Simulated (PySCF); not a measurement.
CH3Cl3OSi. Atoms are numbered in the order given.

```xyz
9

C     -2.3881    -1.1501     0.0000
O     -0.9740    -1.3197     0.0000
Si     0.1102    -0.0795     0.0000
Cl    -0.1374     1.1052    -1.6698
Cl     1.9740    -0.9205     0.0000
Cl    -0.1374     1.1052     1.6698
H     -2.8501    -2.1562     0.0000
H     -2.7288    -0.5993     0.9036
H     -2.7288    -0.5993    -0.9036
```

The structure is a stationary point at PBE-D3(BJ)/def2-SVP. Other conformers were not sampled.

These are PBE/def2-TZVP (PySCF) values and carry that method's errors.

Gas-phase values at a fixed geometry.

Computed frontier levels, gap, dipole moment and polarisability:
| Quantity | Value |
|---|---|
| highest occupied level | -7.44 eV |
| lowest empty level | -1.38 eV |
| orbital gap | 6.06 eV |
| dipole moment | 1.74 D |
| quadrupole, principal values (traceless, Buckingham form, about the centre of nuclear charge) | -4.03, -2.76, 6.79 D·Å |
| mean static polarisability | 75.5 bohr³ (11.19 Å³) |
| polarisability, principal values | 70.4, 75.7, 80.5 bohr³ |
